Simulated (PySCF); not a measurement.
Geometry:
```csv
atom,x (Å),y (Å),z (Å)
Si1,-1.508,-1.036,-0.832
F2,-2.710,-1.868,-1.501
S3,-0.790,0.245,-2.376
Si4,0.784,1.253,-1.353
F5,1.417,2.255,-2.437
S6,0.091,2.506,0.225
Si7,-0.699,1.049,1.564
F8,-1.253,1.891,2.815
S9,-2.396,0.015,0.793
S10,0.783,-0.244,2.383
Si11,1.416,-1.277,0.632
F12,2.551,-2.295,1.138
S13,-0.098,-2.511,-0.219
S14,2.392,-0.026,-0.789
```

Geometry: PBE0-D3(BJ)/def2-SVP; GIAO shifts from PySCF 2.14, gas phase, non-relativistic, averaged over equivalent atoms.

At wB97X-D/pcSseg-1 (308 basis functions):
```tsv
atoms	δ (ppm)
Si1/Si4/Si7/Si11	35.4
F2/F5/F8/F12	-133.2
S3/S6/S9/S10/S13/S14	-19.6
```

Chemical shifts δ = σref − σ; 29Si (352.93 ppm) against TMS; 19F (187.16 ppm) vs CFCl3; CS2 for 33S (493.71 ppm), all at this level.

Problem. Estimate the result of repeating the calculation with PBE0/pcSseg-1.

Solution. 
```
               atoms  δ at PBE0/pcSseg-1  change
    Si1/Si4/Si7/Si11                29.8    -5.6
        F2/F5/F8/F12              -139.1    -5.9
S3/S6/S9/S10/S13/S14                -4.1   +15.5
```

References, each an isolated molecule treated in the same way: TMS for 29Si (σ = 351.99 ppm); 19F (σ = 177.25 ppm) vs CFCl3; CS2 for 33S (σ = 495.66 ppm).

The largest change is at S3/S6/S9/S10/S13/S14 (sulfur bonded to 2 Si). Cost: 308 basis functions.

Unscaled 19F shifts against computed CFCl3 carry errors that often reach 10 to 50 ppm.
